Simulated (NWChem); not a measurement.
Molecule: CH$_{5}$AlO$_{2}$; SMILES C[O][AlH][OH]

```xyz
9

Al    -0.4748     0.6414     0.0002
H     -2.0435     0.7627    -0.0001
O      0.4324     2.0748    -0.0005
H      1.3894     2.1261    -0.0003
O      0.3392    -0.8437     0.0015
C      0.0930    -2.2077    -0.0009
H      0.5514    -2.6907     0.8809
H     -0.9859    -2.4551     0.0107
H      0.5307    -2.6846    -0.8965
```
Atoms are numbered in this order, from 1.

Program: NWChem. Coordinates come from a PBE0/def2-SVP optimisation. B3LYP is NWChem's, with the RPA form of VWN correlation.

### Question
What does the run give for B3LYP/STO-3G? Quantities: highest occupied level (eV); orbital gap (eV); dipole (D).

### Answer
The highest occupied level (eV) comes out as -3.03 and the orbital gap (eV) is 8.67. The dipole (D) comes out as 0.78.
